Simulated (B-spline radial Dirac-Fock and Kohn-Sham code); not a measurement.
# K-line shifts caused by a second vacancy in W⁵⁴⁺

System: the W⁵⁴⁺ ion, [Ar] 3d2.

The run's input, task.json:

```json
{"items": [{
  "Z": 74,
  "q": 54,
  "cfg": [[1, 0, 2], [2, 0, 2], [2, 1, 6], [3, 0, 2], [3, 1, 6], [3, 2, 2]],
  "A": 184,
  "rrms": 5.3658,
  "do": ["binding", "quiet", "double"]
}]}
```

Run with: `python xray_run.py task.json out`

Level of theory: ΔSCF Dirac-Fock with Breit, self-energy and vacuum polarisation, finite nucleus, configuration average; a radial B-spline solver. Each two-hole energy is an average over J within one jj subconfiguration, not an observable level; in light atoms, where LS coupling holds, the j-resolved values are not observed lines, and for a K spectator the Kα1 hypersatellite is nearly forbidden. Correlation and solid-state effects are left out.

Lines without a spectator: Kα2 (K-L2) 58062.1 eV, Kα1 (K-L3) 59420.3 eV, Kβ3 (K-M2) 67500.4 eV, Kβ1 (K-M3) 67841.2 eV. Shifts in eV with one spectator hole (a dash: not computed, or left out as unreliable):

| spectator hole | Kα2 | Kα1 | Kβ3 | Kβ1 |
| --- | --- | --- | --- | --- |
| K (1s) | +984.2 | +1059.5 | +1285.1 | +1304.8 |
| L2 (2p1/2) | +130.2 | +175.1 | – | +340.2 |
| L3 (2p3/2) | +99.7 | +109.7 | +259.4 | – |
| M2 (3p1/2) | – | +33.8 | +69.7 | +80.9 |
| M3 (3p3/2) | +19.57 | – | +61.2 | +62.7 |
